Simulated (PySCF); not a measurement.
C6H14Te, triplet, at the geometry of the source list (a higher spin typed on purpose: for a closed-shell molecule this is an excited state) (all electrons, no relativity) (in this run its highest filled SCF level lies above zero, so its values depend strongly on the basis, on diffuse functions most of all); B3LYP/STO-3G (PySCF).

The PySCF input:
```python
from pyscf import gto, scf, dft

mol = gto.Mole()
mol.atom = '''
    C     2.04190000    1.08340000    0.36240000
    C     1.56720000   -0.35550000    0.29590000
    C     2.73190000   -1.31130000    0.11790000
    Te    0.10440000   -0.66100000   -1.32000000
    C    -1.60910000   -0.05630000   -0.07860000
    C    -1.93160000    1.41670000   -0.24290000
    C    -2.81450000   -0.92030000   -0.39800000
    H     2.56890000    1.35590000   -0.54930000
    H     2.72300000    1.21510000    1.20290000
    H     1.20730000    1.76640000    0.49690000
    H     1.03350000   -0.60130000    1.21560000
    H     2.40110000   -2.34420000    0.19510000
    H     3.48590000   -1.13510000    0.88490000
    H     3.19960000   -1.17140000   -0.85430000
    H    -1.29010000   -0.24610000    0.94740000
    H    -1.07310000    2.03840000    0.00230000
    H    -2.23110000    1.63130000   -1.26640000
    H    -2.75180000    1.69740000    0.41820000
    H    -2.58130000   -1.97550000   -0.27660000
    H    -3.14280000   -0.75580000   -1.42220000
    H    -3.63950000   -0.67090000    0.26900000
'''
mol.basis = 'sto-3g'
mol.spin = 2
mol.verbose = 4
mol.build()

mf = dft.UKS(mol)
mf.xc = 'b3lyp'
mf.kernel()
mf.analyze()
```

Task: What does PySCF print? Leave out banner, timings and long lists.

Result: 
```
PySCF version 2.14.0

[INPUT] verbose = 4
[INPUT] num. atoms = 21
[INPUT] num. electrons = 102
[INPUT] charge = 0
[INPUT] spin (= nelec alpha-beta = 2S) = 2
[INPUT] symmetry False subgroup None
[INPUT] Mole.unit = angstrom
[INPUT] Symbol           X                Y                Z      unit          X                Y                Z       unit  Magmom
[...]
nuclear repulsion = 704.245990603326
number of shells = 43
number of NR pGTOs = 213
number of NR cGTOs = 71
basis = sto-3g
ecp = {}

******** <class 'pyscf.dft.uks.UKS'> ********
method = UKS
initial guess = minao
damping factor = 0
level_shift factor = 0
DIIS = <class 'pyscf.scf.diis.CDIIS'>
diis_start_cycle = 1
diis_space = 8
diis_damp = 0
SCF conv_tol = 1e-09
SCF conv_tol_grad = None
SCF max_cycles = 50
direct_scf = True
direct_scf_tol = 1e-13
number electrons alpha = 52  beta = 50
XC library pyscf.dft.libxc version 7.1.2
    S. Lehtola, C. Steigemann, M. J. T. Oliveira, and M. A. L. Marques,  SoftwareX 7, 1–5 (2018)
XC functionals = b3lyp
    P. J. Stephens, F. J. Devlin, C. F. Chabalowski, and M. J. Frisch,  J. Phys. Chem. 98, 11623 (1994)
radial grids:
    Treutler-Ahlrichs [JCP 102, 346 (1995); DOI:10.1063/1.469408] (M4) radial grids

becke partition: Becke, JCP 88, 2547 (1988); DOI:10.1063/1.454033
pruning grids: <function nwchem_prune>
grids dens level: 3
symmetrized grids: False
atomic radii adjust function: <function treutler_atomic_radii_adjust>
small_rho_cutoff = 0
Set gradient conv threshold to 3.16228e-05
tot grids = 243984
init E= -6764.05615975241

cycle= 1 E= -6783.06540237106  delta_E=  -19  |g|= 0.375  |ddm|= 4.02

cycle= 2 E= -6783.27388659487  delta_E= -0.208  |g|= 0.207  |ddm|= 1.72

cycle= 3 E= -6783.32264116725  delta_E= -0.0488  |g|= 0.111  |ddm|= 0.881

cycle= 4 E= -6783.32896074562  delta_E= -0.00632  |g|= 0.0537  |ddm|= 0.443

cycle= 5 E= -6783.33102435237  delta_E= -0.00206  |g|= 0.0186  |ddm|= 0.221

cycle= 6 E= -6783.33127337315  delta_E= -0.000249  |g|= 0.00328  |ddm|= 0.0359

cycle= 7 E= -6783.33128352565  delta_E= -1.02e-05  |g|= 0.00125  |ddm|= 0.00802

cycle= 8 E= -6783.33128524639  delta_E= -1.72e-06  |g|= 0.000564  |ddm|= 0.00398

cycle= 9 E= -6783.33128567633  delta_E= -4.3e-07  |g|= 0.000231  |ddm|= 0.00291

cycle= 10 E= -6783.33128576006  delta_E= -8.37e-08  |g|= 0.000108  |ddm|= 0.00159

cycle= 11 E= -6783.33128577611  delta_E= -1.61e-08  |g|= 3.52e-05  |ddm|= 0.000662

cycle= 12 E= -6783.33128577795  delta_E= -1.83e-09  |g|= 9.04e-06  |ddm|= 0.000255

cycle= 13 E= -6783.33128577806  delta_E= -1.16e-10  |g|= 2.92e-06  |ddm|= 4.72e-05

Extra cycle  E= -6783.33128577808  delta_E= -1.91e-11  |g|= 4.1e-06  |ddm|= 1.33e-05
converged SCF energy = -6783.33128577808  <S^2> = 2.004188  2S+1 = 3.0027907
**** SCF Summaries ****
Total Energy =                       -6783.331285778081110
Nuclear Repulsion Energy =             704.245990603326163
One-electron Energy =               -10749.438394822156624
Two-electron Energy =                 3261.861118440748669
Two-electron Coulomb Energy =         3471.259010431099341
DFT Exchange-Correlation Energy =     -209.397891990350558
**** MO energy ****
                             alpha | beta                alpha | beta
[...]
To work with the spin densities directly, `use mulliken_meta_spin()` only printing them here.

 ** Mulliken spin pop alpha/beta on meta-lowdin orthogonal AOs **
 ** Mulliken Spin Density (per AO)  **
spin_pop of  0 C 1s        0.00000
spin_pop of  0 C 2s        0.00079
spin_pop of  0 C 2px       0.00060
spin_pop of  0 C 2py       0.00151
spin_pop of  0 C 2pz      -0.00074
spin_pop of  1 C 1s        0.00001
spin_pop of  1 C 2s        0.05808
spin_pop of  1 C 2px       0.08815
spin_pop of  1 C 2py       0.01236
spin_pop of  1 C 2pz       0.12898
spin_pop of  2 C 1s        0.00000
spin_pop of  2 C 2s       -0.00076
spin_pop of  2 C 2px      -0.00320
spin_pop of  2 C 2py      -0.00341
spin_pop of  2 C 2pz      -0.00052
spin_pop of  3 Te 1s        0.00000
spin_pop of  3 Te 2s        0.00000
spin_pop of  3 Te 3s        0.00000
spin_pop of  3 Te 4s        0.00001
spin_pop of  3 Te 5s        0.01457
spin_pop of  3 Te 2px       0.00000
spin_pop of  3 Te 2py       0.00000
spin_pop of  3 Te 2pz       0.00000
spin_pop of  3 Te 3px       0.00002
spin_pop of  3 Te 3py       0.00002
spin_pop of  3 Te 3pz       0.00000
spin_pop of  3 Te 4px       0.00024
spin_pop of  3 Te 4py       0.00055
spin_pop of  3 Te 4pz       0.00002
spin_pop of  3 Te 5px       0.49048
spin_pop of  3 Te 5py       0.85334
spin_pop of  3 Te 5pz       0.04561
spin_pop of  3 Te 3dxy      0.00000
spin_pop of  3 Te 3dyz      0.00000
spin_pop of  3 Te 3dz^2     0.00000
spin_pop of  3 Te 3dxz      0.00000
spin_pop of  3 Te 3dx2-y2    0.00000
spin_pop of  3 Te 4dxy      0.00015
spin_pop of  3 Te 4dyz     -0.00001
spin_pop of  3 Te 4dz^2     0.00005
spin_pop of  3 Te 4dxz      0.00132
spin_pop of  3 Te 4dx2-y2   -0.00001
spin_pop of  4 C 1s        0.00001
spin_pop of  4 C 2s        0.05706
spin_pop of  4 C 2px       0.12028
spin_pop of  4 C 2py       0.02153
spin_pop of  4 C 2pz       0.08374
spin_pop of  5 C 1s        0.00000
spin_pop of  5 C 2s        0.00063
spin_pop of  5 C 2px       0.00012
spin_pop of  5 C 2py       0.00087
spin_pop of  5 C 2pz      -0.00049
spin_pop of  6 C 1s        0.00000
spin_pop of  6 C 2s       -0.00046
spin_pop of  6 C 2px      -0.00230
spin_pop of  6 C 2py      -0.00273
spin_pop of  6 C 2pz      -0.00078
spin_pop of  7 H 1s        0.00182
spin_pop of  8 H 1s        0.01048
spin_pop of  9 H 1s        0.00118
spin_pop of  10 H 1s       -0.00215
spin_pop of  11 H 1s        0.00070
spin_pop of  12 H 1s        0.00302
spin_pop of  13 H 1s        0.00265
spin_pop of  14 H 1s       -0.00275
spin_pop of  15 H 1s        0.00110
spin_pop of  16 H 1s        0.00185
spin_pop of  17 H 1s        0.00971
spin_pop of  18 H 1s        0.00107
spin_pop of  19 H 1s        0.00174
spin_pop of  20 H 1s        0.00386
 ** Mulliken Spin Density (per atom)  **
spin density of  0 C =      0.00217
spin density of  1 C =      0.28757
spin density of  2 C =     -0.00789
spin density of  3 Te =      1.40638
spin density of  4 C =      0.28262
spin density of  5 C =      0.00114
spin density of  6 C =     -0.00627
spin density of  7 H =      0.00182
spin density of  8 H =      0.01048
spin density of  9 H =      0.00118
spin density of  10 H =     -0.00215
spin density of  11 H =      0.00070
spin density of  12 H =      0.00302
spin density of  13 H =      0.00265
spin density of  14 H =     -0.00275
spin density of  15 H =      0.00110
spin density of  16 H =      0.00185
spin density of  17 H =      0.00971
spin density of  18 H =      0.00107
spin density of  19 H =      0.00174
spin density of  20 H =      0.00386
 ** Mulliken pop alpha/beta on meta-lowdin orthogonal AOs **
 ** Mulliken pop       alpha | beta **
In total            52.00000 | 50.00000
 ** Mulliken atomic charges   ( Nelec_alpha | Nelec_beta ) **
charge of  0C =     -0.14327  (     3.07272      3.07055 )
charge of  1C =     -0.14614  (     3.21686      2.92928 )
charge of  2C =     -0.14237  (     3.06724      3.07513 )
charge of  3Te =      0.31963  (    26.54338     25.13700 )
charge of  4C =     -0.14607  (     3.21435      2.93172 )
charge of  5C =     -0.14255  (     3.07184      3.07071 )
charge of  6C =     -0.14176  (     3.06775      3.07401 )
charge of  7H =      0.04142  (     0.48020      0.47838 )
charge of  8H =      0.04280  (     0.48384      0.47336 )
charge of  9H =      0.03841  (     0.48138      0.48021 )
charge of  10H =      0.02390  (     0.48697      0.48913 )
charge of  11H =      0.03961  (     0.48055      0.47985 )
charge of  12H =      0.04178  (     0.48062      0.47760 )
charge of  13H =      0.04273  (     0.47996      0.47731 )
charge of  14H =      0.02378  (     0.48674      0.48948 )
charge of  15H =      0.03822  (     0.48144      0.48034 )
charge of  16H =      0.04205  (     0.47990      0.47805 )
charge of  17H =      0.04301  (     0.48335      0.47364 )
charge of  18H =      0.03907  (     0.48100      0.47993 )
charge of  19H =      0.04340  (     0.47917      0.47743 )
charge of  20H =      0.04235  (     0.48076      0.47690 )
Dipole moment(X, Y, Z, Debye): -0.08909,  0.13340,  0.56741
```
